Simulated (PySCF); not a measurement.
A calculated (M06-L, PySCF 2.14, pcseg-2, the non-relativistic Hamiltonian (point nucleus)) atom or ion has these occupied shells.

```csv
shell,electrons,orbital energy (eV),"rms radius, mean of both spins (bohr)"
1s α,1,-4870.3,0.0813
1s β,1,-4870.3,0.0813
2s α,1,-554.85,0.355
2s β,1,-553.92,0.355
2p α,3,-463.63,0.323
2p β,3,-462.93,0.323
3s α,1,-80.372,1.09
3s β,1,-78.480,1.09
3p α,3,-56.036,1.18
3p β,3,-54.066,1.18
3d α,2,-20.757,1.57
```

(1) Name the element and its charge.

## Answers

(1) Ti²⁺ (titanium, charge +2), in [Ar] 3d2, high-spin 3F determinant.
